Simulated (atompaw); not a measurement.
# What one change does to a pseudopotential (Fe, PAW (atompaw))

```
Element                 : Fe (Z = 26)
Generator               : atompaw 4.2.0.5
Type                    : PAW
Functional              : PBE
Relativity              : scalar-relativistic
Frozen core             : [Ne]
Valence charge          : 16
Reference configuration : 3s2 3p6 3d6 4s1.5 4p0 (charge +0.5)
Partial waves           : 3s (bound): rc 0.95 bohr; 4s (bound): rc 1.50 bohr; 3p (bound): rc 1.45 bohr; 4p (bound, empty): rc 1.50 bohr; 3d (bound): rc 1.50 bohr; 3d channel at 0.9 Ry: rc 1.25 bohr
Local potential         : vpsmatchnc scheme with l = 3 at 1 Ry, radius 1.15 bohr
Core correction         : smooth core density matched at 1.10 bohr
Augmentation charge     : sinc compensation charge, radius 1.45 bohr; PAW radius 1.50 bohr; waves and projectors: custom polynom2 7 10 vanderbiltortho
```

Change: wave 3d channel at 0.9 Ry: rc 1.25 bohr becomes 3d channel at -0.15 Ry: rc 1.25 bohr.

Cutoffs: the cutoffs (Ry, on a coarse ladder) from which the occupation-weighted sum of valence levels, in a spherical-Bessel basis at the reference potential, stays within 10 and 1 mRy of its value at 400 Ry; they do not see the model core or the augmentation charge, which bear on the density cutoff.

Question: What does the change do?

Answer: The range in which the d phases agree narrows (upper end 5.0 → 1.0); neither file shows a bound ghost.

```csv
quantity,base,changed
"cutoff, loose",200 Ry,180 Ry
"cutoff, tight",over 300 Ry,over 300 Ry
loose cutoff by channel (10 mRy a level),"s 30 Ry, p 25 Ry, d 30 Ry","s 30 Ry, p 25 Ry, d 25 Ry"
bound ghosts,none,none
s: phases at 1.50 bohr within 0.05 rad from the reference energy up to (Ry; the scan ends near 5),1.6,1.6
p: phases at 1.50 bohr within 0.05 rad from the reference energy up to (Ry; the scan ends near 5),3.5,3.5
d: phases at 1.50 bohr within 0.05 rad from the reference energy up to (Ry; the scan ends near 5),5.0,1.0
lowest overlap eigenvalue by channel,"s 0.68, p 0.82, d 1.00","s 0.68, p 0.82, d 1.00"
```

 The cutoffs see the waves, projectors and local potential, not the compensation charge or the core.
